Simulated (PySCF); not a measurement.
**Ionisation energy of Ar⁺ by level of theory**

Ar⁺ [Ne] 3s2 3p5 (2P) → Ar²⁺ [Ne] 3s2 3p4 (3P), as a difference of total energies. Computed with PySCF 2.14 in cc-pV(T+d)Z, with no relativity, point nucleus. Correlated levels: valence: [Ne] frozen. The calculations carry no spin-orbit coupling.

```json
{"method": "UHF", "ionisation energy (eV)": "26.375"}
{"method": "MP2 (valence)", "ionisation energy (eV)": "27.343"}
{"method": "SCS-MP2 (valence)", "ionisation energy (eV)": "27.338"}
{"method": "CCSD (valence)", "ionisation energy (eV)": "27.308"}
{"method": "CCSD(T) (valence)", "ionisation energy (eV)": "27.340"}
```

Task: Estimate what BP86 gives.

Result: 27.724 eV, closest to MP2 (valence) among the rows shown.

Task: Estimate what r2SCAN gives.

Result: 27.677 eV, closest to MP2 (valence) among the rows shown.

The reference lies between the lowest fine-structure levels, while these numbers refer to the centres of the terms.

Errors of the correlated levels include the incompleteness of this basis and the frozen core.

For comparison: 27.630 eV (measured; NIST Atomic Spectra Database, ionization energies).
